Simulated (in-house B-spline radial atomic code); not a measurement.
Response of Pb²⁺ as one setting changes: the share of exact exchange in a PBE hybrid. A dash marks a strongly mixed or unbound state. Computed with a B-spline radial code for spherical atoms: linear response of the closed shell [Xe] 4f14 5d10 6s2 with the functional's adiabatic kernel; scalar-relativistic (spin-free one-electron X2C), finite nucleus, no spin-orbit coupling, no double excitations, S, P, D and F terms only; shells from n = 4 respond. Only terms of natural parity with L up to 3 were computed.

Spin-orbit coupling is strong here, so these LS terms don't match observed levels.

| share of exact exchange in a PBE hybrid | lowest 1P (eV) | lowest 3P, Tamm-Dancoff (eV) | minus highest occupied level (eV) | α (bohr³) |
| --- | --- | --- | --- | --- |
| 0 | 6s → 6p 11.626 | 6s → 6p 9.316 | 27.384 | 13.32 |
| 0.1 | 6s → 6p 11.537 | 6s → 6p 9.187 | 27.762 | 13.49 |
| 0.2 | 6s → 6p 11.447 | 6s → 6p 9.057 | 28.137 | 13.68 |
| 0.3 | 6s → 6p 11.355 | 6s → 6p 8.927 | 28.511 | 13.87 |
| 0.4 | 6s → 6p 11.260 | 6s → 6p 8.797 | 28.883 | 14.07 |
| 0.5 | ? | ? | ? | ? |
| 0.6 | 6s → 6p 11.063 | 6s → 6p 8.536 | 29.623 | 14.5 |
| 0.7 | 6s → 6p 10.962 | 6s → 6p 8.405 | 29.991 | 14.73 |
| 0.8 | 6s → 6p 10.858 | 6s → 6p 8.274 | 30.36 | 14.98 |
| 0.9 | ? | ? | ? | ? |
| 1 | 6s → 6p 10.643 | 6s → 6p 8.010 | 31.08 | 15.51 |

Q: What belongs in the row for 0.5?

A: lowest 1P (eV): 6s → 6p 11.163; lowest 3P, Tamm-Dancoff (eV): 6s → 6p 8.667; minus highest occupied level (eV): 29.254; α (bohr³): 14.28.

Q: What belongs in the row for 0.9?

A: lowest 1P (eV): 6s → 6p 10.751; lowest 3P, Tamm-Dancoff (eV): 6s → 6p 8.142; minus highest occupied level (eV): 30.72; α (bohr³): 15.24.
